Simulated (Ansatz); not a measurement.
Computed with Ansatz on PBE0-D4/def2-TZVP structures; ΔE is electronic, products minus reactants. CBS: MP2 limit from def2 TZ/QZ plus the TZ coupled-cluster correction, frozen cores. This one scheme is used for every species. DFT in def2-TZVPP. HSE06 is defined as in plane-wave codes. For Ge outer-core shells are correlated without core-valence functions, which leaves a few kJ/mol of doubt a bond. Scalar relativity is left out up to krypton. Each species was taken in one conformer, which may not be the lowest.

Reaction (ligand exchange at a Ge–C bond): `C[CH2][GeH3]` + `N[SiH2]S` → `N[SiH2][S][GeH3]` + `CC`

```tsv
level	ΔE (kJ/mol)	difference from CCSD(T)/CBS
LDA (SPW92)	-67.6	3.0
PBE-D4	-74.4	-3.8
revPBE-D4	-74.3	-3.7
r2SCAN-D4	-76.0	-5.4
r2SCANh-D4	-76.4	-5.8
HSE06-D4	-76.2	-5.6
CAM-B3LYP-D4	-70.9	-0.3
PBE	-72.6	-2.0
BLYP	-70.4	0.2
BHLYP	-73.9	-3.3
HF/def2-SVP	-76.7	-6.1
MP2/def2-SVP	-74.5	-3.9
CCSD(T)/def2-SVP	-72.2	-1.6
MP2/def2-TZVPP	-73.5	-2.9
CCSD(T)/def2-TZVPP	-70.0	0.6
MP2/def2-QZVPP	-73.9	-3.3
CCSD(T)/CBS	-70.6	0
```

Largest T1 diagnostic among the species: 0.011.

From BLYP to BHLYP (50 % exact exchange), in def2-TZVPP and without D4, ΔE moves by −3.5 kJ/mol. Leaving LDA and LC-ωPBE aside and taking each functional with its dispersion term where it has one, the values, not all of them listed here, spread over 7.5 kJ/mol, from BHLYP-D4 to CAM-B3LYP-D4. LDA lies +5.0 kJ/mol from PBE without D4. In def2-TZVPP, CCSD(T) changes the Hartree–Fock value by +7.1 kJ/mol (the triples alone add −0.9 kJ/mol) and MP2 by +3.6 kJ/mol.
